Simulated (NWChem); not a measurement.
All runs are NWChem calculations. System: methylammonium (CH₆N (+1)), charge 1, spin multiplicity 1, at a geometry optimised with PBE0/def2-SVP. Level: EOM-CCSD/aug-cc-pVDZ, 2 core orbitals frozen.

Part of the output:

```
             Northwest Computational Chemistry Package (NWChem) 7.3.0
             --------------------------------------------------------

                                NWChem Input Module
                                -------------------

 Scaling coordinates for geometry "geometry" by  1.889725989
 (inverse scale =  0.529177249)

 Turning off AUTOSYM since
 SYMMETRY directive was detected!

                             Geometry "geometry" -> ""
                             -------------------------

 Output coordinates in angstroms (scale by  1.889725989 to convert to a.u.)

  No.       Tag          Charge          X              Y              Z
 ---- ---------------- ---------- -------------- -------------- --------------
    1 C                    6.0000     0.78880600     0.04750600     0.00000000
    2 N                    7.0000    -0.70027600    -0.04217400     0.00000000
    3 H                    1.0000     1.11011200     0.58681100     0.89894100
    4 H                    1.0000     1.11011200     0.58681100    -0.89894100
    5 H                    1.0000     1.20372300    -0.96739700     0.00000000
    6 H                    1.0000    -1.05626000    -0.54165900     0.82648800
    7 H                    1.0000    -1.05626000    -0.54165900    -0.82648800
    8 H                    1.0000    -1.14233600     0.88727600     0.00000000

 Effective nuclear repulsion energy (a.u.)      47.8295271957

            Nuclear Dipole moment (a.u.)
            ----------------------------
        X                 Y               Z
 ---------------- ---------------- ----------------
    -0.0000094486     0.0000018897     0.0000000000

      Symmetry information
      --------------------

 Group name             Cs
 Group number              2
 Group order               2
 No. of unique centers     6

      Symmetry unique atoms

     1    2    3    5    6    8


 Summary of "ao basis" -> "" (spherical)
 ------------------------------------------------------------------------------
       Tag                 Description            Shells   Functions and Types
 ---------------- ------------------------------  ------  ---------------------
 *                        aug-cc-pvdz                 on all atoms

 Summary of "ao basis" -> "ao basis" (spherical)
 ------------------------------------------------------------------------------
       Tag                 Description            Shells   Functions and Types
[...]
   0.0102943798539   0.4083370695204   11.11142
   0.0214097288788   0.4824298724781   13.12759     4.5     4.5

 Iteration   8 using   17 trial vectors
   0.0040970183793   0.4081886089339   11.10738
   0.0211439041084   0.4815785569132   13.10442     4.6     4.6

 Iteration   9 using   19 trial vectors
   0.0018576492514   0.4082132244156   11.10805
   0.0277322252955   0.4814493836230   13.10091     5.0     5.0

 Iteration  10 using   21 trial vectors
   0.0012350062579   0.4082222671438   11.10830
   0.0801908406363   0.4785426724559   13.02181     5.1     5.1

 Iteration  11 using   23 trial vectors
   0.0007434257121   0.4082134929110   11.10806
   0.0603416028546   0.4705620287789   12.80465     5.4     5.4

 Iteration  12 using   25 trial vectors
   0.0003917767558   0.4082138605430   11.10807
   0.0374007493265   0.4684574169281   12.74738     5.4     5.4

 Iteration  13 using   27 trial vectors
   0.0002091998185   0.4082129376837   11.10804
   0.0280987391746   0.4668334597795   12.70319     5.4     5.4

 Iteration  14 using   29 trial vectors
   0.0001075771795   0.4082127475642   11.10804
   0.0203219240686   0.4660245096701   12.68118     5.8     5.8

 Iteration  15 using   31 trial vectors
   0.0000518320767   0.4082130450393   11.10805
   0.0129038391559   0.4657733740500   12.67434     5.5     5.5

 Iteration  16 using   33 trial vectors
   0.0000224782717   0.4082131784544   11.10805
   0.0071400779662   0.4655882385854   12.66931     4.9     4.9

 Iteration  17 using   35 trial vectors
   0.0000111030026   0.4082131278820   11.10805
   0.0042098891775   0.4655313026280   12.66776     4.3     4.3

 Iteration  18 using   37 trial vectors
   0.0000059568041   0.4082131143315   11.10805
   0.0026389379637   0.4655280911438   12.66767     4.4     4.4

 Iteration  19 using   38 trial vectors
   0.0000040376699   0.4082131081302   11.10805
   0.0017468914912   0.4655112506885   12.66721     2.5     2.5

 Iteration  20 using   39 trial vectors
   0.0000031407016   0.4082131105311   11.10805
   0.0009902094402   0.4655069196545   12.66709     2.6     2.6

 Iteration  21 using   40 trial vectors
   0.0000030329696   0.4082131125066   11.10805
   0.0005125564810   0.4655092385763   12.66716     2.7     2.7

 Iteration  22 using   41 trial vectors
   0.0000030440096   0.4082131120983   11.10805
   0.0002457501109   0.4655083536943   12.66713     2.6     2.6

 Iteration  23 using   42 trial vectors
   0.0000030021441   0.4082131115326   11.10805
   0.0001188946085   0.4655077868011   12.66712     2.8     2.8

 Iteration  24 using   43 trial vectors
   0.0000029532209   0.4082131100605   11.10805
   0.0000602998105   0.4655080525791   12.66712     2.8     2.8

 Iteration  25 using   44 trial vectors
   0.0000029046793   0.4082131097304   11.10805
   0.0000343012728   0.4655079336708   12.66712     3.4     3.4

 Iteration  26 using   45 trial vectors
   0.0000028985643   0.4082131097456   11.10805
   0.0000217853910   0.4655078392380   12.66712     3.3     3.3

 Iteration  27 using   46 trial vectors
   0.0000028947858   0.4082131096219   11.10805
   0.0000140563211   0.4655079768293   12.66712     3.3     3.3

 Iteration  28 using   47 trial vectors
   0.0000029003265   0.4082131090678   11.10805
   0.0000083995207   0.4655079454555   12.66712     3.1     3.1
 --------------------------------------------------------------
 Iterations converged

 Excited state root  1
 Excitation energy / hartree =        0.408213118940227
                   / eV      =       11.108048872698930

 EOM-CCSD transition moments / hartree
 --------------------------------------------
 X    0.0000000 Y    0.0000000 Z    0.1717029
 Oscillator Strength                0.0080233
 --------------------------------------------

 EOM-CCSD dipole moments / hartree & Debye
 ------------------------------------
   X        -1.0380278     -2.6384233
   Y        -0.1566145     -0.3980774
   Z        -0.0000000     -0.0000000
 Total       1.0497760      2.6682847
 ------------------------------------

 Singles contributions
    10a'  (alpha) ---     9a"  (alpha)        0.8342946812
    16a'  (alpha) ---     9a"  (alpha)       -0.3069915349
    19a'  (alpha) ---     9a"  (alpha)       -0.1962191700
    28a'  (alpha) ---     9a"  (alpha)       -0.1709866264

 Doubles contributions

 Excited state root  2
 Excitation energy / hartree =        0.465507981461255
                   / eV      =       12.667122071253672

 Task  times  cpu:      346.5s     wall:      346.5s

 Total times  cpu:      346.5s     wall:      346.5s
```

Question: Write an NWChem input that would produce this output.

Answer: Several could match; the one computed here: 
```
start mol
memory heap 100 mb stack 700 mb global 1900 mb
charge 1
geometry units angstroms nocenter noautoz
  C      0.788806     0.047506     0.000000
  N     -0.700276    -0.042174     0.000000
  H      1.110112     0.586811     0.898941
  H      1.110112     0.586811    -0.898941
  H      1.203723    -0.967397     0.000000
  H     -1.056260    -0.541659     0.826488
  H     -1.056260    -0.541659    -0.826488
  H     -1.142336     0.887276     0.000000
  symmetry group Cs
end
basis spherical
  * library aug-cc-pvdz
end
scf
  rhf
  nopen 0
  maxiter 100
  thresh 1e-7
  semidirect memsize 60000000 filesize 0
end
tce
  freeze core 2
  ccsd
  nroots 2
  2eorb
  2emet 13
  thresh 1e-5
  maxiter 200
  tilesize 24
  dipole
end
task tce energy
```
